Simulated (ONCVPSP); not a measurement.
What one change does to a pseudopotential (lanthanum, ONCV)

* Element: lanthanum (La)
* Generator: ONCVPSP 4.0.1
* Type: optimised norm-conserving Vanderbilt (ONCV)
* Functional: PBE
* Relativity: scalar-relativistic
* Frozen core: [Kr] 4d10
* Valence charge: 11
* Reference configuration: 5s2 5p6 5d1 6s2
* Partial waves: 5s+6s: rc 2.75 bohr, ncon 4, nbas 7, qcut 5.6 1/bohr, 2 projectors; 5p: rc 2.25 bohr, ncon 3, nbas 8, qcut 5.6 1/bohr, 2 projectors, debl 2.3 Ha; 5d: rc 4.00 bohr, ncon 4, nbas 8, qcut 4.7 1/bohr, 2 projectors, debl 1.3 Ha; f scattering state at 0.21 Ha: rc 3.20 bohr, ncon 4, nbas 8, qcut 3.4 1/bohr, 2 projectors, debl 2.8 Ha
* Local potential: polynomial inside 2.05 bohr (lpopt 5, dvloc0 0 Ha)
* Core correction: none

In the f channel the program set the typed energies aside and used -0.160, 2.640 Ha.

Change: all radii scaled by about 1.24 (s 3.40, p 2.78, d 4.94, f 3.96 bohr); local potential polynomial inside 2.54 bohr (lpopt 5, dvloc0 0 Ha).

Cutoffs: the cutoffs (Ha) at which the residual kinetic energy of the hardest occupied pseudo-wave falls to 1 and 0.1 mHa per electron; they do not see the model core or the augmentation charge, which bear on the density cutoff. Errors are all-electron minus pseudo energies relative to the spin-unpolarised reference configuration.

**Question.** How do hardness, ghosts and transferability respond?

**Answer.** The potential gets softer (10 Ha and 13 Ha → 6.0 Ha and 9.3 Ha); of the 4 tests that both files solve, the error grows in 4 and shrinks in 0 by more than 15 % and 0.3 meV (median size 9.3 → 70.5 meV); neither file shows a bound ghost. A larger radius leaves more room for a smooth pseudo-wave, so fewer plane waves are needed. More of the atom is replaced by a form fitted at one configuration, so other configurations suffer.

```tsv
quantity	base	changed
cutoff, loose	10 Ha	6.0 Ha
cutoff, tight	13 Ha	9.3 Ha
loose cutoff by channel	s 8.6 Ha, p 10 Ha, d 5.5 Ha	s 6.0 Ha, p 5.2 Ha, d 4.2 Ha
bound ghosts	none	none
GHOST(+) flags under 300 eV	none	none
error for 5s2 5p6 5d1 6s1, meV [ΔE 5.97 eV]	-1.5	-2.9
error for 5s2 5p6 5d1 6s0, meV [ΔE 16.85 eV]	-5.9	-18
error for 5s2 5p6 5d0 6s0, meV [ΔE 35.80 eV]	+13	+123
error for 4f1 5s2 5p6 5d1 6s0, meV [ΔE 6.92 eV]	+1834	+2120
```

Base: The cutoffs count occupied waves only; projector 2 of the f channel, the hardest unoccupied one, needs 36 Ha at the loose tolerance. These tests converged, but a pseudo level misses the all-electron one widely, so the file describes the atom poorly there or has found another state: 4f1 5s2 5p6 5d1 6s0: 4f by 3.1 eV. Changed file: The cutoffs count occupied waves only; projector 2 of the f channel, the hardest unoccupied one, needs 19 Ha at the loose tolerance. These tests converged, but a pseudo level misses the all-electron one widely, so the file describes the atom poorly there or has found another state: 4f1 5s2 5p6 5d1 6s0: 4f by 3.8 eV.
